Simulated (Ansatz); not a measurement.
`C[CH2][Zn][Cl]` + `CNC` → `C[N](C)[Zn][Cl]` + `CC`  (ligand exchange at a Zn–C bond)

Gas-phase electronic energies from Ansatz, PBE0-D4/def2-TZVP geometries. CBS: MP2 limit from def2 TZ/QZ plus the TZ coupled-cluster correction, frozen cores. This one scheme is used for every species. Functionals use def2-TZVPP. B3LYP here is the variant with VWN-RPA as its local correlation; programs differ in this. HSE06 is defined as in plane-wave codes. For Zn outer-core shells are correlated without core-valence functions, which leaves a few kJ/mol of doubt a bond. Scalar relativity is left out up to krypton. One conformer a species, not always the lowest.

`C[CH2][Zn][Cl]`:

```xyz
9

C     0.392   -0.461    1.017
C    -0.329   -0.463   -0.328
Zn   -0.286    1.220   -1.290
Cl   -0.239    3.054   -2.335
H     0.327   -1.440    1.503
H    -0.033    0.269    1.710
H     1.454   -0.225    0.913
H     0.097   -1.222   -0.991
H    -1.382   -0.731   -0.199
```

`CNC`:

Cartesian coordinates in Å:
```
C -0.578 1.020 0.296
N 0.158 -0.165 0.673
C 0.402 -1.050 -0.443
H -0.686 1.681 1.157
H -1.583 0.735 -0.031
H -0.115 1.593 -0.526
H 1.036 0.098 1.100
H -0.551 -1.445 -0.809
H 1.008 -1.899 -0.120
H 0.908 -0.568 -1.297
```

`C[N](C)[Zn][Cl]`:

```xyz
11

C     0.310    0.347   -1.261
N     0.077    0.100    0.136
C    -0.800   -1.017    0.366
Zn    0.798    1.089    1.457
Cl    1.638    2.236    2.991
H    -0.627    0.567   -1.798
H     0.769   -0.523   -1.758
H     0.978    1.198   -1.413
H    -1.789   -0.860   -0.095
H    -0.963   -1.188    1.433
H    -0.392   -1.949   -0.056
```

`CC`:

Cartesian coordinates in Å:
```
C -0.159 0.196 0.716
C 0.159 -0.196 -0.716
H -1.160 -0.130 1.006
H 0.549 -0.252 1.418
H -0.114 1.279 0.852
H 1.160 0.130 -1.007
H -0.549 0.252 -1.418
H 0.115 -1.279 -0.852
```

| level | ΔE (kJ/mol) | difference from CCSD(T)/CBS |
| --- | --- | --- |
| PBE-D4 | -16.7 | 6.9 |
| revPBE-D4 | -17.6 | 6.0 |
| BLYP-D4 | -21.1 | 2.5 |
| r2SCAN-D4 | -21.8 | 1.8 |
| B97M-V | -21.4 | 2.2 |
| PBE0-D4 | -18.0 | 5.6 |
| B3LYP-D4 | -21.7 | 1.9 |
| r2SCANh-D4 | -21.6 | 2.0 |
| r2SCAN0-D4 | -21.4 | 2.2 |
| HSE06-D4 | -17.9 | 5.7 |
| BHLYP-D4 | -24.1 | -0.5 |
| CAM-B3LYP-D4 | -24.2 | -0.6 |
| ωB97X-V | -22.9 | 0.7 |
| ωB97M-V | -18.8 | 4.8 |
| PBE-QIDH | -22.2 | 1.4 |
| PBE | -14.8 | 8.8 |
| BLYP | -17.5 | 6.1 |
| r2SCAN | -21.2 | 2.4 |
| PBE0 | -16.3 | 7.3 |
| B3LYP | -18.8 | 4.8 |
| r2SCANh | -21.0 | 2.6 |
| r2SCAN0 | -20.7 | 2.9 |
| BHLYP | -21.7 | 1.9 |
| CAM-B3LYP | -22.5 | 1.1 |
| LC-ωPBE | -22.6 | 1.0 |
| RPA@PBE/def2-TZVPP | -23.6 | 0.0 |
| HF/def2-SVP | -29.0 | -5.4 |
| MP2/def2-SVP | -28.4 | -4.8 |
| CCSD/def2-SVP | -28.2 | -4.6 |
| CCSD(T)/def2-SVP | -27.7 | -4.1 |
| HF/def2-TZVPP | -26.2 | -2.6 |
| MP2/def2-TZVPP | -25.6 | -2.0 |
| SCS-MP2/def2-TZVPP | -26.4 | -2.8 |
| CCSD/def2-TZVPP | -24.3 | -0.7 |
| CCSD(T)/def2-TZVPP | -24.3 | -0.7 |
| HF/def2-QZVPP | -28.3 | -4.7 |
| MP2/def2-QZVPP | -25.9 | -2.3 |
| SCS-MP2/def2-QZVPP | -26.8 | -3.2 |
| MP2/CBS(def2) | -24.9 | -1.3 |
| CCSD/CBS(def2) | -23.6 | 0.0 |
| CCSD(T)/CBS | -23.6 | 0 |

Largest T1 diagnostic among the species: 0.014.

From BLYP to BHLYP (50 % exact exchange), in def2-TZVPP and without D4, ΔE moves by −4.2 kJ/mol. At CCSD(T), def2-SVP lies −4.1 kJ/mol from the extrapolated value and def2-TZVPP −0.7 kJ/mol.
